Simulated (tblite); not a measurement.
Record of a relaxation.

Compound: CH13BOSi4.
Bonds: Si1–C2, C2–B3, B3–Si4, Si4–O5, O5–Si6, Si6–Si7. Hydrogens: H8, H9, H10 on Si1; H11, H12 on C2; H13 on B3; H14, H15 on Si4; H16, H17 on Si6; H18, H19, H20 on Si7.

Computed with GFN2-xTB (tblite), gas phase: L-BFGS steps from a force-field or distance-geometry start until the largest atomic force falls under 0.01 eV/Å. 3 of its 118 geometries are shown.

Step 0: E = -572.1775 eV, largest atomic force 3.009 eV/Å
```
atom  x, y, z in Å  |  force x, y, z in eV/Å
Si1    -2.130    1.469   -0.517    0.084   0.764   0.011
C2     -2.752   -0.281   -0.320   -0.133  -1.629   1.127
B3     -1.841   -1.071    0.748   -0.855   0.472  -0.083
Si4    -0.002   -1.506    0.341   -0.400   0.417   1.470
O5      1.010   -0.730    1.507    1.107  -1.048  -2.594
Si6     2.576   -0.636    0.796   -0.500  -0.206   1.531
Si7     2.718    1.161   -0.535   -0.099   0.401  -0.116
H8     -3.003    2.184   -1.462    0.018  -0.021   0.037
H9     -2.167    2.156    0.785   -0.019  -0.007  -0.105
H10    -0.766    1.464   -1.026    0.143   0.066  -0.083
H11    -3.798   -0.260    0.051    0.419   0.001  -0.517
H12    -2.720   -0.812   -1.286   -0.075   0.360   0.326
H13    -2.328   -1.422    1.778    0.050   0.244  -0.350
H14     0.188   -2.971    0.431    0.358   0.147  -0.131
H15     0.279   -1.051   -1.020    0.424  -0.136  -0.224
H16     3.566   -0.481    1.889   -0.446  -0.276   0.023
H17     2.923   -1.853    0.050   -0.075  -0.111   0.237
H18     2.351    2.354    0.234    0.050   0.177  -0.222
H19     4.092    1.294   -1.028   -0.084   0.130  -0.080
H20     1.799    1.003   -1.659    0.033   0.256  -0.257
```

Step 58: E = -573.1491 eV, largest atomic force 0.033 eV/Å
```
atom  x, y, z in Å  |  force x, y, z in eV/Å
Si1    -2.187    1.519   -0.415    0.011   0.028  -0.001
C2     -2.774   -0.302   -0.216    0.016  -0.012   0.004
B3     -1.766   -0.951    0.755    0.020  -0.018   0.019
Si4    -0.169   -1.866    0.085   -0.006  -0.012   0.024
O5      1.135   -1.159    0.782    0.004   0.013  -0.008
Si6     2.660   -0.618    0.813    0.011   0.015  -0.011
Si7     2.801    1.246   -0.530   -0.009  -0.006   0.005
H8     -3.094    2.158   -1.375    0.001  -0.005  -0.004
H9     -2.287    2.223    0.866    0.002   0.013   0.005
H10    -0.811    1.583   -0.910   -0.002  -0.005  -0.005
H11    -3.802   -0.250    0.145    0.000   0.012   0.001
H12    -2.790   -0.728   -1.219   -0.018  -0.007  -0.016
H13    -1.973   -0.831    1.908   -0.006  -0.011   0.000
H14    -0.019   -3.303    0.390   -0.002  -0.004  -0.005
H15     0.101   -1.782   -1.367   -0.008   0.004  -0.030
H16     2.881   -0.379    2.244    0.000  -0.001   0.003
H17     3.542   -1.719    0.399   -0.007  -0.002   0.008
H18     2.390    2.486    0.148    0.008   0.002  -0.014
H19     4.176    1.481   -0.992   -0.020   0.006   0.015
H20     1.982    1.202   -1.752    0.007  -0.010   0.010
```

Step 117: E = -573.1562 eV, largest atomic force 0.009 eV/Å
```
atom  x, y, z in Å  |  force x, y, z in eV/Å
Si1    -2.040    1.482   -0.403   -0.002   0.004  -0.002
C2     -2.775   -0.276   -0.135    0.002  -0.002  -0.002
B3     -1.766   -1.015    0.772    0.002   0.003  -0.001
Si4    -0.212   -1.932    0.007    0.001  -0.003  -0.003
O5      1.104   -1.196    0.646   -0.002  -0.002   0.004
Si6     2.579   -0.559    0.819   -0.001  -0.002   0.005
Si7     2.746    1.285   -0.546   -0.002  -0.009   0.001
H8     -2.930    2.173   -1.344   -0.005   0.001   0.004
H9     -2.023    2.226    0.860    0.005  -0.001   0.002
H10    -0.689    1.411   -0.962   -0.001   0.005  -0.001
H11    -3.769   -0.132    0.290    0.004   0.000   0.000
H12    -2.897   -0.702   -1.131    0.006   0.003  -0.001
H13    -1.920   -0.932    1.936   -0.004   0.001   0.000
H14    -0.018   -3.368    0.287    0.004   0.001   0.004
H15    -0.011   -1.818   -1.455   -0.002  -0.005  -0.006
H16     2.650   -0.276    2.259    0.005   0.003   0.003
H17     3.554   -1.620    0.526   -0.003  -0.001   0.000
H18     2.140    2.503    0.013   -0.005  -0.003  -0.001
H19     4.149    1.630   -0.808   -0.002   0.005   0.002
H20     2.124    1.128   -1.869    0.000   0.002  -0.008
```

Problem. Summarise the path.

Solution. The energy falls by 22.57 kcal/mol from step 0 to step 117; nine tenths of that is first reached at step 22. It falls at every step. The largest force goes from 3.009 to 0.009 eV/Å. Among the bonds O5–Si6 changes most, from 1.723 to 1.616 Å; the atoms move by 0.513 Å rms after alignment.

The cost below is that of the whole relaxation. On one thread of an Arm Neoverse V1, no GPU, on a shared host, this took 1.2 s.
